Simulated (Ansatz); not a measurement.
C₃H₅O, doublet, geometry from GFN2-xTB; REVPBE/STO-3G in Ansatz (a first-principles code).

The Ansatz input:
Ansatz 0.2 input:
```yaml
crystal:
  periodic: [false, false, false]
  atoms:
    - {symbol: O, position_ang: [0.25330919, 0.18526487, 1.34222846]}
    - {symbol: C, position_ang: [0.02968304, 0.07476025, 0.13791137]}
    - {symbol: C, position_ang: [-0.05062688, 1.20415478, -0.72149975]}
    - {symbol: C, position_ang: [-0.17641726, -1.27365849, -0.51681359]}
    - {symbol: H, position_ang: [-0.09467523, -2.06191954, 0.22599761]}
    - {symbol: H, position_ang: [-0.24658293, 1.09726434, -1.77312897]}
    - {symbol: H, position_ang: [0.08696299, 2.19127942, -0.31616080]}
    - {symbol: H, position_ang: [0.57208467, -1.42696415, -1.29166979]}
    - {symbol: H, position_ang: [-1.16009640, -1.31331826, -0.98045393]}
basis:
  gaussian:
    orbitals: STO-3G
hamiltonian:
  xc: revpbe
magnetization: {spin_polarized: true, initial_magnetization: 1}
accuracy: high
```

What the program printed (banner, timings and long lists left out):

```
Functional definition: revPBE
498 factors; integrals over basis functions are off by at most 3.7e-9 eV
mean field evaluation 1: about -5168.1213 eV, gradient 1.4e1 eV
mean field evaluation 2: about -5146.9458 eV, gradient 6.1e1 eV
mean field evaluation 4: about -5169.2724 eV, gradient 2.8e0 eV
mean field evaluation 8: about -5169.2172 eV, gradient 1.2e-1 eV
mean field evaluation 16: about -5169.2173 eV, gradient 3.7e-5 eV
mean field evaluation 32: about -5168.2789 eV, gradient 7.4e-6 eV
mean field -5169.21733790 eV, -189.9652333463 hartree, gradient 6.3e-8 eV, S^2 0.764119; 4 other end points of the search recorded, 0 dependent functions left out
reference -5169.21734055 eV, -189.9652334439 hartree; 16, 15 occupied and 9, 10 virtual orbitals, 498 factors
Total energy: -5169.21734055 eV, -189.9652334439 hartree
```
